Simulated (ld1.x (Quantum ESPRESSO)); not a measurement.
Transferability test, TM potential for germanium (Ge)

| Property | Result |
| --- | --- |
| Element | Ge (Z = 32) |
| Generator | ld1.x (Quantum ESPRESSO) 7.5 |
| Type | norm-conserving Troullier–Martins (Kleinman–Bylander form) |
| Functional | BLYP |
| Relativity | scalar-relativistic |
| Frozen core | [Ar] 3d10 |
| Valence charge | 4 |
| Reference configuration | 4s1.5 4p2.5 |
| Partial waves | 4p (bound): rc 1.90 bohr; 4s (bound): rc 1.50 bohr |
| Local potential | the s channel |
| Core correction | none |

Energies are relative to the spin-unpolarised reference configuration 4s1.5 4p2.5; without spin polarisation the order of configurations can differ from experiment. The frozen-core shift is the all-electron ΔE with the core orbitals held at their reference shape minus the fully relaxed ΔE.

```csv
valence configuration,charge,ΔE all-electron (eV),error AE − PS (meV),frozen-core shift (meV)
4s2 4p2,0,-3.978,+4.5,+2.3
4s2 4p1,+1,3.386,+21,+2.0
4s2 4p0,+2,18.843,+95,+36
4s1 4p2,+1,12.135,+9.4,+17
4s2 4p1.5,+0.5,-1.224,+9.0,+0.8
4s1 4p3,0,4.053,+4.7,+2.7
```

(1) What are ΔE and the potential's error for 4s1 4p0?

## Answers

(1) ΔE = 53.791 eV all-electron; the error (AE − PS) is +346 meV.

ld1.x printed “convergence not achieved” for 7 of the counted tests; their residual had stalled under 1e-8, short of the target of 1e-14.
